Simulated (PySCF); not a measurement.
Computed Raman spectrum (relative Raman activity) of a molecule C3H8BNO. The structure is a stationary point at PBE0-D3(BJ)/def2-SVP. The values are those of a single conformer. These are PBE0-D3(BJ)/def2-SVP (PySCF 2.14.0) values and carry that method's errors. No scaling factor is applied to the harmonic values.

ν (cm⁻¹): 84 (vw), 721 (vw), 742 (vw), 1002 (vw), 1156 (vw), 1261 (w), 1402 (vw), 1433 (w), 1476 (w), 1478 (w), 1602 (vw), 1713 (m), 3004 (s), 3077 (m), 3137 (m), 3141 (s), 3151 (vs), 3244 (m), 3652 (s), 3757 (m) (against the strongest line: vs over 80 %, s over 45 %, m over 15 %, w over 4 %, vw less)

Q: Pick the molecule that these values belong to.
(A) C[C@@H]1OCB1N
(B) C[C@H]1COB1N
(C) NB(O)C1CC1
(D) C=CB(N)OC

A: D, C=CB(N)OC
